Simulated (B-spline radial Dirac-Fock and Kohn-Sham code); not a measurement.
## Radiative decay of the 2p3/2 hole in Ge⁷⁺

System: the Ge⁷⁺ ion, configuration [Ar] 3d7.

Input of the calculation (task.json; shells as n, l, electrons):

```json
{"items": [{
  "Z": 32,
  "q": 7,
  "cfg": [[1, 0, 2], [2, 0, 2], [2, 1, 6], [3, 0, 2], [3, 1, 6], [3, 2, 7]],
  "A": 74,
  "rrms": 4.0742,
  "do": ["binding", "quiet", "decay"],
  "holes": ["K", "L1", "L2", "L3", "M1", "M2", "M3"]
}]}
```

Command: `python xray_run.py task.json out`

Model: a relativistic independent-particle model: LDA orbitals of the hole state, radiative multipoles to third order, Auger rates from the Coulomb interaction with a continuum orbital, Dirac-Fock energies. Program: a B-spline atomic structure program.

| line | multipole | energy (eV) | width (meV) | share (%) |
| --- | --- | --- | --- | --- |
| Lℓ (L3-M1) | E1 | 1049.6 | 0.533 | 5.11 |
| Lα2 (L3-M4) | E1 | 1205.8 | 0.997 | 9.56 |
| Lα1 (L3-M5) | E1 | 1206.5 | 8.90 | 85.3 |

The listed lines hold 100.0 % of the radiative rate. The radiative width is 0.0104 eV in the length form and 0.0107 eV in the velocity form; the two differ because the transition energies are not eigenvalue differences of the potential that gave the orbitals.
